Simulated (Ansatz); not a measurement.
The inner images of a band of GaH5O3 (9 atoms, charge 0, multiplicity 1) are given out of order.

These are results of RKS B3LYP-D4/def2-SVP in Ansatz, not measurements.

Initial state:

```xyz
9
Properties=species:S:1:pos:R:3
Ga -0.238 0.421 0.498
H -1.239 1.614 0.395
O -0.832 -1.314 0.334
O 1.336 0.432 1.372
H -0.401 0.370 -2.215
O 0.224 -0.002 -1.575
H -0.400 -1.932 0.939
H 1.673 1.310 1.590
H -0.124 -0.899 -1.338
```

Final state:

```xyz
9
Properties=species:S:1:pos:R:3
Ga 0.400 -0.435 0.238
H -1.695 1.698 -0.583
O -0.758 -1.718 0.667
O 1.181 0.526 1.518
H -1.177 1.433 -1.076
O 0.800 -0.140 -1.478
H -0.901 -1.797 1.619
H 1.808 1.176 1.174
H 0.342 -0.742 -2.079
```

Put them in order from the first end to the last, with their energies above the first end.
A.
```xyz
9
Properties=species:S:1:pos:R:3
Ga -0.249 0.246 0.529
H -1.247 1.421 0.231
O -0.874 -1.453 0.558
O 1.315 0.426 1.409
H -0.419 0.669 -1.985
O 0.274 0.125 -1.579
H -0.568 -1.966 1.316
H 1.677 1.320 1.380
H 0.090 -0.788 -1.859
```
B.
```xyz
9
Properties=species:S:1:pos:R:3
Ga -0.137 0.066 0.455
H -1.144 1.217 -0.155
O -0.861 -1.573 0.612
O 1.247 0.506 1.506
H -0.464 0.777 -1.438
O 0.347 0.203 -1.591
H -0.788 -1.938 1.503
H 1.702 1.312 1.233
H 0.098 -0.571 -2.124
```
C.
```xyz
9
Properties=species:S:1:pos:R:3
Ga 0.013 -0.063 0.334
H -1.133 1.227 -0.358
O -0.878 -1.583 0.618
O 1.200 0.557 1.515
H -0.616 0.885 -1.160
O 0.381 0.158 -1.559
H -0.811 -1.909 1.524
H 1.702 1.323 1.209
H 0.143 -0.596 -2.123
```
D.
```xyz
9
Properties=species:S:1:pos:R:3
Ga -0.217 0.159 0.518
H -1.210 1.303 0.059
O -0.864 -1.523 0.609
O 1.286 0.456 1.464
H -0.429 0.757 -1.751
O 0.325 0.163 -1.592
H -0.685 -1.970 1.446
H 1.681 1.320 1.299
H 0.112 -0.665 -2.051
```
E.
```xyz
9
Properties=species:S:1:pos:R:3
Ga 0.330 -0.356 0.197
H -1.450 1.484 -0.409
O -0.832 -1.639 0.622
O 1.108 0.596 1.487
H -1.011 1.270 -0.996
O 0.754 -0.109 -1.525
H -0.903 -1.792 1.573
H 1.727 1.262 1.160
H 0.277 -0.716 -2.108
```
F.
```xyz
9
Properties=species:S:1:pos:R:3
Ga 0.197 -0.223 0.224
H -1.245 1.327 -0.412
O -0.888 -1.580 0.623
O 1.133 0.593 1.504
H -0.821 1.076 -1.025
O 0.573 0.023 -1.542
H -0.836 -1.872 1.542
H 1.701 1.311 1.196
H 0.187 -0.657 -2.110
```
G.
```xyz
9
Properties=species:S:1:pos:R:3
Ga -0.250 0.336 0.519
H -1.249 1.525 0.330
O -0.853 -1.381 0.442
O 1.329 0.426 1.384
H -0.409 0.528 -2.120
O 0.249 0.070 -1.574
H -0.501 -1.948 1.139
H 1.685 1.319 1.470
H -0.002 -0.874 -1.590
```

G (+0.04 eV), A (+0.13 eV), D (+0.28 eV), B (+0.64 eV), C (+1.35 eV), F (+0.74 eV), E (+0.45 eV).

Run time: 3.1 min on 2 threads of Intel(R) Xeon(R) Platinum 8488C (Sapphire Rapids) (shared host), peak memory 0.24 GiB.
